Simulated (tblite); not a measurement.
Compound: C₃H₇BF₂.
Atom-mapped SMILES: `[CH3:1][CH2:2][CH2:3][B:4]([F:5])[F:6]` (hydrogens: H7, H8, H9 on C1; H10, H11 on C2; H12, H13 on C3)

Computed with GFN2-xTB (tblite), gas phase: L-BFGS steps from a force-field or distance-geometry start until the largest atomic force falls under 0.01 eV/Å.

At the end of the run (lengths in Å): B4–F6 1.318, B4–F5 1.320, C3–B4 1.576, C2–H10 1.091, C1–H7 1.087, C2–C3 1.534, C1–H9 1.088, F5–B4–F6 113.5°, C3–B4–F6 124.1°, C2–C3–B4 115.1°, C3–B4–F5 122.4°, C1–C2–C3–B4 -179°, C2–C3–B4–F5 -179°, H12–C3–B4–F5 -56°.

**Question.** These geometries were met on the way; a selection of coordinates is given. Order them by energy above the end point, lowest first.
A. B4–F6 1.288, B4–F5 1.296, C3–B4 1.612, C2–H10 1.085, C1–H7 1.082, C2–C3 1.556, C1–H9 1.085, F5–B4–F6 121.2°, C3–B4–F6 119.5°, C2–C3–B4 112.1°, C3–B4–F5 119.3°, C1–C2–C3–B4 180°, C2–C3–B4–F5 -119°, H12–C3–B4–F5 2°
B. B4–F6 1.382, B4–F5 1.368, C3–B4 1.610, C2–H10 1.098, C1–H7 1.096, C2–C3 1.550, C1–H9 1.095, F5–B4–F6 121.4°, C3–B4–F6 118.9°, C2–C3–B4 111.4°, C3–B4–F5 119.6°, C1–C2–C3–B4 180°, C2–C3–B4–F5 -119°, H12–C3–B4–F5 1°
C. B4–F6 1.321, B4–F5 1.319, C3–B4 1.589, C2–H10 1.090, C1–H7 1.086, C2–C3 1.551, C1–H9 1.087, F5–B4–F6 119.1°, C3–B4–F6 120.3°, C2–C3–B4 112.3°, C3–B4–F5 120.6°, C1–C2–C3–B4 180°, C2–C3–B4–F5 -119°, H12–C3–B4–F5 3°
D. B4–F6 1.319, B4–F5 1.319, C3–B4 1.565, C2–H10 1.091, C1–H7 1.088, C2–C3 1.539, C1–H9 1.087, F5–B4–F6 114.7°, C3–B4–F6 122.4°, C2–C3–B4 112.6°, C3–B4–F5 122.9°, C1–C2–C3–B4 180°, C2–C3–B4–F5 -119°, H12–C3–B4–F5 3°
E. B4–F6 1.452, B4–F5 1.430, C3–B4 1.582, C2–H10 1.127, C1–H7 1.113, C2–C3 1.530, C1–H9 1.110, F5–B4–F6 119.7°, C3–B4–F6 119.2°, C2–C3–B4 112.0°, C3–B4–F5 121.1°, C1–C2–C3–B4 180°, C2–C3–B4–F5 -119°, H12–C3–B4–F5 1°

**Answer.** D (0.026 eV), C (0.057 eV), A (0.115 eV), B (0.248 eV), E (0.642 eV).

| step | E above end (eV) | rms distance from the end, all atoms (Å) | largest force (eV/Å) | rms shift of all bonds from the end (Å) |
| --- | --- | --- | --- | --- |
| 5 | 0.026 | 0.406 | 0.196 | 0.004 |
| 3 | 0.057 | 0.411 | 0.704 | 0.006 |
| 2 | 0.115 | 0.409 | 2.500 | 0.017 |
| 1 | 0.248 | 0.422 | 2.359 | 0.026 |
| 0 | 0.642 | 0.431 | 3.596 | 0.053 |

Rows stand in the order of the answer.
